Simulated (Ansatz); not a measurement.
Basis-set extrapolation for `O[SiH](O)N[SiH](Cl)Cl` (PBE0-D4/def2-TZVP geometry, frozen core, Ansatz). Multiplicity 1, RHF reference.

|  | def2-TZVPP | def2-QZVPP |
| --- | --- | --- |
| HF | -1704.395282 | -1704.449864 |
| MP2 correlation | -1.298732 | -1.412932 |
| CCSD(T) correlation | -1.406142 | not run |

Energies in hartree. Use E(X) = E(∞) + A·exp(−7.88·√X) for Hartree–Fock and E(X) = E(∞) + B·X^(−2.97) for correlation, with X = 3 and 4, and add CCSD(T) minus MP2 of the smaller set to the MP2 limit.

Q: What is the CCSD(T) energy at the basis-set limit?

A: HF limit: -1704.449864 + (-0.054582) × 0.13774 = -1704.45738. MP2 limit: -1.412932 + (-0.114200) × 0.74074 = -1.49752. Higher-order term: -1.406142 − (-1.298732) = -0.10741. Total: -1706.06231 hartree, 163.7 kcal/mol below CCSD(T)/def2-TZVPP.
